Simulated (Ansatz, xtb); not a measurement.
Two isomers of C3H10GaNO

Structure I: `CC[O][GaH][NH]C`, a singlet. Structure II: `C=CC[O][GaH2-][NH3+]`, a singlet. Both are isolated molecules in the gas phase, relaxed with r2SCAN-D4/def2-SVP; the shapes shown needn't be the lowest conformers.

I (Å):

```tsv
atom	x (Å)	y (Å)	z (Å)
C	-2.1121	-2.9194	-0.3275
C	-3.0783	-2.0759	-1.1376
C	1.0690	-1.2553	0.1048
Ga	-1.1122	0.1588	-1.4771
N	0.4794	-0.1850	-0.6664
O	-2.5818	-0.8403	-1.5635
H	-1.2073	-3.1541	-0.9128
H	-2.5785	-3.8735	-0.0322
H	-1.8078	-2.3943	0.5932
H	-3.4010	-2.6518	-2.0286
H	-3.9947	-1.8997	-0.5385
H	-1.2616	1.5086	-2.2188
H	1.1277	0.5895	-0.7960
H	0.3569	-2.0805	0.2328
H	1.3691	-0.9293	1.1196
H	1.9690	-1.6798	-0.3808
```

II (Å):

```xyz
16

C     2.1468    2.1920   -0.3209
C     1.5508    1.0361   -0.6308
C     0.0721    0.7737   -0.5603
Ga    0.0648   -2.0806   -0.2467
N    -1.6604   -2.5194    0.8911
O    -0.2452   -0.3259    0.2455
H     1.5639    3.0547    0.0233
H     3.2305    2.3237   -0.3995
H     2.1638    0.1835   -0.9629
H    -0.4338    1.6763   -0.1627
H    -0.3049    0.6374   -1.6026
H    -0.3236   -2.3875   -1.7398
H     1.1934   -2.8151    0.5567
H    -1.8532   -1.5567    1.1925
H    -1.5300   -3.1045    1.7169
H    -2.4704   -2.8645    0.3752
```

Task: Estimate E(II) − E(I) at the level CCSD(T)/def2-SVP + ΔMP2/def2-TZVPP.

Result: Calculated at CCSD(T)/def2-SVP + ΔMP2/def2-TZVPP: E(II) − E(I) = +0.328 eV, so structure I lies lower.

The same difference at several levels:

| level | geometry | E(II) − E(I) (eV) | departure from the last row (eV) | job, with rough time for the two |
| --- | --- | --- | --- | --- |
| r2SCAN-D4/def2-SVP | r2SCAN-D4/def2-SVP | +0.433 | +0.105 | optimisation, 1.9 min |
| HF/def2-SVP | r2SCAN-D4/def2-SVP | +0.380 | +0.051 | part of the CCSD(T) run |
| MP2/def2-SVP | r2SCAN-D4/def2-SVP | +0.415 | +0.087 | part of the CCSD(T) run |
| CCSD(T)/def2-SVP | r2SCAN-D4/def2-SVP | +0.334 | +0.006 | single point |
| CCSD(T)/def2-SVP + ΔMP2/def2-TZVPP | r2SCAN-D4/def2-SVP | +0.328 |  | single point, 1.8 min |

As drawn, II has 1 C=C, 1 Ga–H, 2 N–H in place of 1 C–N, 3 C–H.

None of the levels shown reverses the order. The largest departure from CCSD(T)/def2-SVP + ΔMP2/def2-TZVPP is that of r2SCAN-D4/def2-SVP, 0.105 eV. Levels run at GFN2-xTB geometries aren't shown. The last row adds to CCSD(T) the change of the MP2 difference between the two basis sets, here −0.006 eV.

With thermal terms from frequencies at re-optimised GFN2-xTB minima (ideal gas, soft modes damped towards free rotors, one conformer each, 298.15 K, 1 atm): on the last row, ΔE + ΔZPE = +0.173, ΔH = +0.187, ΔG = +0.166 eV.

The correlated steps freeze 14 core orbitals; the filled d shell of Ga is correlated, in a basis made for valence electrons. Run with Ansatz 0.2.0, xtb 6.7.1; the last row on 4 threads of Arm Neoverse V2 on a shared host.
